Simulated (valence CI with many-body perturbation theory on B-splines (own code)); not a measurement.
**Ga25+: electric-dipole lines**

Computed by valence CI with perturbative core correlation (CI+MBPT): four valence electrons over a frozen Dirac-Fock core [He], radial functions for each j: 11 s, 11 p, 9 d, 7 f, 5 g, 2 h, 1 i, with the one-electron correlation potential Σ1, the two-electron term Σ2, the three-electron term Σ3, Breit, model QED; selected CI, second order for the rest (own B-spline code, finite nucleus).

No measured spectrum was set against this ion. As an estimate, levels of excited configurations hold to 0.05 to 0.15 % of their energy, terms of the ground configuration to about 0.5 %. Among the levels kept, up to 270 cm⁻¹ of a level comes from second order outside the variational space, and about a tenth of that is noise between levels of different J, which matters for small intervals.

Lines 51 to 100 of 266 in falling wavelength, among levels below 119.22 Ry, chosen from the strongest by gf and those to the six lowest levels. Wavelengths and rates use the calculated energies, so an error of 800 cm⁻¹ moves a line at 26.05 nm by 0.21 % and its rate by three times that or more. Electric multipoles are in the length gauge, E1 and E2 with the static RPA response of the core. Weak lines are less certain than strong ones. Lines between different terms over intervals too small for the method are left out, as are lines whose strength nearly cancels. The highest levels of a list are the least certain.

Names give the largest LS component (configuration and term), which can be under half, so a name can repeat, a term be missing and a line seem to break the LS rules; names also repeat where a configuration has a term twice. Letters in brackets count levels of one name in rising energy.

```tsv
λ vac (nm)	Upper	Lower	A (s⁻¹)	S (a.u.) with core polarisation	S without
26.05	2s 2p2 3p 3D°_3 [a]	2s 2p2 3s 5P_3	2.10e+09	1.28e-01	1.29e-01
25.22	2s 2p2 3p 3P°_2 [b]	2s 2p2 3s 3D_3	2.55e+09	1.01e-01	1.01e-01
19.29	2s 2p3 5S°_2	2s2 2p2 3P_2	1.60e+08	2.84e-03	2.85e-03
17.16	2s 2p3 5S°_2	2s2 2p2 3P_1	2.66e+08	3.32e-03	3.33e-03
14.22	2s 2p3 3D°_3	2s2 2p2 1D_2	2.27e+09	2.25e-02	2.26e-02
12.55	2s 2p2 3p 1F°_3	2s2 2p 3p 1D_2	7.22e+09	4.93e-02	4.94e-02
11.80	2s 2p3 3D°_1	2s2 2p2 3P_2	7.50e+08	1.82e-03	1.83e-03
11.41	2s 2p3 3S°_1	2s2 2p2 1S_0	1.61e+09	3.55e-03	3.56e-03
11.34	2s 2p2 3s 3D_3	2s2 2p 3s 3P°_2	1.23e+10	6.20e-02	6.22e-02
11.19	2s 2p2 3p 3F°_4	2s2 2p 3p 3D_3	7.13e+09	4.44e-02	4.45e-02
10.96	2p4 1D_2	2s 2p3 1D°_2	4.07e+10	1.32e-01	1.32e-01
10.73	2p4 3P_1	2s 2p3 3S°_1	2.57e+10	4.69e-02	4.70e-02
10.67	2s 2p3 3D°_2	2s2 2p2 3P_1	1.44e+10	4.33e-02	4.34e-02
10.60	2s 2p3 3D°_3	2s2 2p2 3P_2	8.66e+09	3.56e-02	3.57e-02
9.696	2s 2p2 3p 3F°_3	2s2 2p 3p 3D_2	1.88e+10	5.92e-02	5.94e-02
9.653	2s 2p3 3S°_1	2s2 2p2 1D_2	1.63e+09	2.17e-03	2.17e-03
9.548	2p4 3P_2	2s 2p3 3D°_3	3.39e+10	7.29e-02	7.31e-02
9.455	2s 2p2 3p 1D°_2	2s2 2p 3p 3P_1 [a]	1.65e+10	3.45e-02	3.46e-02
9.445	2p4 3P_1	2s 2p3 3P°_2	2.55e+10	3.19e-02	3.20e-02
9.414	2s 2p2 3p 3F°_2	2s2 2p 3p 3D_1	2.32e+10	4.78e-02	4.79e-02
9.392	2s 2p2 3s 3D_2	2s2 2p 3s 3P°_1	2.30e+10	4.71e-02	4.72e-02
9.359	2p4 1S_0	2s 2p3 1P°_1	1.22e+11	4.94e-02	4.96e-02
9.101	2s 2p3 3D°_1	2s2 2p2 3P_0	2.68e+10	2.99e-02	3.00e-02
9.075	2s 2p2 3p 3D°_1	2s2 2p 3p 3D_1	3.70e+10	4.10e-02	4.11e-02
9.022	2s 2p3 3P°_1	2s2 2p2 3P_2	1.79e+09	1.94e-03	1.95e-03
8.943	2p4 3P_2	2s 2p3 3D°_2	2.08e+10	3.66e-02	3.67e-02
8.742	2s 2p3 1D°_2	2s2 2p2 1D_2	5.95e+10	9.81e-02	9.84e-02
8.724	2s 2p2 3p 1P°_1	2s2 2p 3p 3D_2	3.01e+10	2.96e-02	2.97e-02
8.705	2s 2p3 3P°_0	2s2 2p2 3P_1	3.74e+10	1.22e-02	1.22e-02
8.694	2s 2p3 3P°_2	2s2 2p2 3P_2	4.41e+10	7.15e-02	7.17e-02
8.677	2s 2p2 3p 3D°_2 [c]	2s2 2p 3p 3D_2	3.09e+10	4.98e-02	5.00e-02
8.636	2s 2p2 3s 3P_1 [b]	2s2 2p 3s 3P°_1	4.49e+10	4.29e-02	4.30e-02
8.527	2s 2p3 3P°_1	2s2 2p2 3P_1	3.81e+10	3.49e-02	3.51e-02
8.516	2s 2p2 3s 3S_1	2s2 2p 3s 3P°_2	6.00e+10	5.49e-02	5.51e-02
8.484	2s 2p3 1P°_1	2s2 2p2 1S_0	2.61e+10	2.36e-02	2.37e-02
8.470	2s 2p2 3s 1P_1	2s2 2p 3s 1P°_1	8.02e+10	7.22e-02	7.24e-02
8.378	2s 2p2 3s 3P_2 [b]	2s2 2p 3s 3P°_2	6.35e+10	9.22e-02	9.25e-02
7.832	2s 2p3 3S°_1	2s2 2p2 3P_2	9.15e+10	6.51e-02	6.53e-02
7.471	2s 2p3 1P°_1	2s2 2p2 1D_2	1.02e+11	6.27e-02	6.29e-02
7.457	2s 2p3 3S°_1	2s2 2p2 3P_1	2.89e+10	1.78e-02	1.78e-02
7.355	2s 2p3 3P°_1	2s2 2p2 3P_0	5.06e+09	2.98e-03	2.99e-03
7.222	2s 2p3 1D°_2	2s2 2p2 3P_2	1.40e+10	1.30e-02	1.30e-02
6.790	2p4 3P_2	2s 2p3 5S°_2	7.09e+09	5.48e-03	5.49e-03
6.545	2s 2p3 3S°_1	2s2 2p2 3P_0	1.11e+10	4.63e-03	4.64e-03
6.084	2s 2p3 1P°_1	2s2 2p2 3P_1	9.67e+09	3.23e-03	3.24e-03
0.9008	2s 2p2 3s 1D_2	2s 2p3 1D°_2	2.91e+12	5.25e-03	5.23e-03
0.8955	2s2 2p 3s 1P°_1	2s2 2p2 1S_0	1.75e+12	1.86e-03	1.85e-03
0.8954	2s 2p2 3s 1P_1	2s 2p3 1P°_1	4.16e+12	4.42e-03	4.41e-03
0.8920	2s 2p2 3s 3D_2	2s 2p3 3P°_2	2.15e+12	3.76e-03	3.75e-03
0.8919	2s 2p2 3s 3P_1 [a]	2s 2p3 3D°_2	4.32e+12	4.54e-03	4.52e-03
```
